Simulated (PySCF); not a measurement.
**How methods differ on the ionisation energy of Sb³⁺**

Sb³⁺ [Kr] 4d10 5s2 → Sb⁴⁺ [Kr] 4d10 5s1 [5s1/2^1, M_J = 1/2], as a difference of total energies. All numbers are calculated (PySCF 2.14, the two-component X2C-1e Hamiltonian, in x2c-TZVPall-2c (8s9p5d2f, 74 functions)). Correlated levels: [Ar] 3d10 frozen; the 6 highest virtual spinors dropped. "Screened" scales the spin-orbit matrix elements by Boettger's factors to mimic the two-electron term; Breit and QED terms are absent.

```json
{"method": "GMP2 (spin-free)", "ionisation energy (eV)": "43.586", "error (eV)": "-0.218"}
{"method": "GHF (screened spin-orbit)", "ionisation energy (eV)": "41.660", "error (eV)": "-2.144"}
{"method": "GMP2 (screened spin-orbit)", "ionisation energy (eV)": "43.589", "error (eV)": "-0.215"}
```

Reference: 43.804 ± 0.025 eV (measured; NIST Atomic Spectra Database, ionization energies).

Errors of the correlated levels include the incompleteness of this basis and the frozen core.

MP2 underrates the near-degeneracy of ns² with np² in the lower species.
